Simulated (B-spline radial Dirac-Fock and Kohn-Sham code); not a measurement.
Method: the Dirac equation of a negative muon with reduced mass in the field of a spherical finite nucleus, with the Uehling potential to all orders; nuclear polarisation, deformation, hyperfine structure, self-energy, higher-order vacuum polarisation, relativistic recoil and electron screening are left out. Computed with a B-spline atomic structure program. The nuclear charge is a Gaussian distribution.

Problem. A muonic atom of atomic mass 120.90 u emits these computed lines: 2p3/2 → 1s1/2 3593 keV, 3d5/2 → 2p3/2 1019 keV, 4f7/2 → 3d5/2 359.3 keV, 5g9/2 → 4f7/2 165.6 keV. Which element is it, and what rms charge radius was used?

Solution. Antimony (Z = 51, nuclide ¹²¹Sb); the high transitions hardly feel the nucleus and fix Z. The 2p → 1s line lies 2146 keV below the value for a point nucleus without QED, which for this nuclear model gives a radius near 4.68 fm (4.6802 fm was used).
